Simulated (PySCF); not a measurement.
Predicted microwave data (PBE0/pcSseg-1 in PySCF (dipole) on a GFN2-xTB geometry, gas phase) for one isomer of C8H17P:

| Property | Result |
| --- | --- |
| Rotational constants | A = 1777, B = 1089, C = 996.4 MHz |
| Dipole components | \|μa\| = 1.92 D, \|μb\| = 1.36 D, \|μc\| = 1.86 D |
| Inertial defect | -241.04 u·Å² |
| κ | -0.76 |

Question: Which candidate fits, each taken in the one conformer that was computed?
A. `[CH2:1]=[CH:2][P@@:3](=[CH2:4])([CH3:5])[C:6]([CH3:7])([CH3:8])[CH3:9]` with C1–C2–P3–C4 -7°
B. `[CH3:1][CH2:2][CH:3]1[CH2:4][P:5]([CH:6]([CH3:7])[CH3:8])[CH2:9]1` with C1–C2–C3–C4 -69°, C4–P5–C6–C7 158°, C2–C3–C4–P5 -135°, C3–C4–P5–C6 -86°, C4–P5–C9–C3 -11°, C2–C3–C9–P5 136°
C. `[CH3:1][CH:2]([CH3:3])[P:4]([CH3:5])[CH:6]1[CH2:7][CH2:8][CH2:9]1` with C1–C2–P4–C5 -169°, C2–P4–C6–C7 -168°, P4–C6–C7–C8 -132°, C6–C7–C8–C9 12°, C7–C8–C9–C6 -12°, P4–C6–C9–C8 129°
D. `[CH3:1][CH2:2][CH2:3][P:4]1[CH2:5][CH:6]([CH2:7][CH3:8])[CH2:9]1` with C1–C2–C3–P4 -178°, C2–C3–P4–C5 87°, C5–C6–C7–C8 69°, C3–P4–C5–C6 84°, P4–C5–C6–C7 135°, C5–C6–C9–P4 -14°, C3–P4–C9–C6 -85°
E. `[CH3:1][CH:2]=[P:3]1([CH3:4])[CH2:5][CH2:6][CH2:7][CH2:8][CH2:9]1` with C2–P3–C5–C6 61°, P3–C5–C6–C7 61°, C5–C6–C7–C8 -65°, C6–C7–C8–C9 66°

Answer: A. It is C=C[P@@](=C)(C)C(C)(C)C, an asymmetric top, point group C1. The candidates at the same level (rigid rotor, commonest isotopes):

| SMILES | A (MHz) | B (MHz) | C (MHz) | μa (D) | μb (D) | μc (D) | Δ (u·Å²) | point group | rotor |
| --- | --- | --- | --- | --- | --- | --- | --- | --- | --- |
| CCCP1CC(CC)C1 | 2567 | 633.2 | 572.0 | 0.38 | 1.09 | 0.83 | -111.50 | C1 | near-prolate asymmetric top |
| CC=P1(C)CCCCC1 | 1731 | 1142 | 999.3 | 0.98 | 2.05 | 1.25 | -228.65 | C1 | asymmetric top |
| CC(C)P(C)C1CCC1 | 2307 | 902.5 | 700.0 | 0.09 | 0.01 | 1.25 | -57.02 | C1 | asymmetric top |
| C=C[P@@](=C)(C)C(C)(C)C | 1777 | 1089 | 996.4 | 1.92 | 1.36 | 1.86 | -241.04 | C1 | asymmetric top |
| CCC1CP(C(C)C)C1 | 2776 | 706.3 | 659.7 | 0.60 | 0.27 | 1.32 | -131.58 | C1 | near-prolate asymmetric top |

`CCC1CP(C(C)C)C1` has A 56 % too high; `CC(C)P(C)C1CCC1` has A 30 % too high; `CC=P1(C)CCCCC1` has B 5 % too high; `CCCP1CC(CC)C1` has A 44 % too high. No structure here is proved a minimum.
